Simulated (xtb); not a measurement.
pent-1-ene (C₅H₁₀), SMILES C=CCCC. All values are semi-empirical tight-binding results from xtb (GFN2-xTB unless named), good for trends rather than for accurate numbers. Coordinates come from a GFN2-xTB optimisation. Other conformers were not sampled.

Optimised geometry:

```xyz
15

C     -2.3070    -0.1853    -0.1716
C     -1.0815     0.1998    -0.4728
C     -0.0818     0.6867     0.5271
C      1.1042    -0.2749     0.6852
C      1.9752    -0.3589    -0.5625
H     -2.6744    -0.1611     0.8419
H     -2.9984    -0.5366    -0.9188
H     -0.7422     0.1683    -1.4997
H     -0.5703     0.8075     1.4962
H      0.2977     1.6631     0.2119
H      0.7252    -1.2688     0.9338
H      1.7160     0.0671     1.5235
H      2.3242     0.6306    -0.8516
H      1.4235    -0.7877    -1.3950
H      2.8438    -0.9862    -0.3741
```

```json
{
 "orbital_gap": "5.40 eV",
 "dipole_moment": "0.41 D",
 "zero_point_energy": "84.7 kcal/mol",
 "G − E(el) at 298.15 K (modified RRHO)": "65.9 kcal/mol",
 "static polarisability (D4 model)": "62.7 bohr³",
 "solvation energy, GFN2-xTB/ALPB(water)": "-0.3 kcal/mol",
 "solvation energy, GFN2-xTB/ALPB(hexane)": "-3.5 kcal/mol"
}
```

Computed IR lines (harmonic; lines under 4 % of the strongest left out, lines within 3 cm⁻¹ merged):
ν (cm⁻¹): 798 (m), 893 (w), 915 (w), 1023 (m), 1163 (w), 1347 (w), 1414 (w), 1720 (m), 2951 (m), 2966 (s), 2979 (s), 2984 (vs), 3027 (vs), 3033 (s), 3045 (m), 3060 (s), 3094 (s), 3120 (vs) (against the strongest line: vs over 80 %, s over 45 %, m over 15 %, w over 4 %, vw less)

Question: Give the atomic charges and the Wiberg bond orders between heavy atoms. (The exact figures need the calculation; the answer reports its results.)

Answer: charges (e) C1 -0.10, C2 -0.03, C3 -0.06, C4 -0.05, C5 -0.10, H6 0.03, H7 0.03, H8 0.03, H9 0.03, H10 0.04, H11 0.03, H12 0.03, H13 0.03, H14 0.04, H15 0.03. Bond orders C1–C2 1.98, C2–C3 1.03, C3–C4 0.99, C4–C5 1.02.
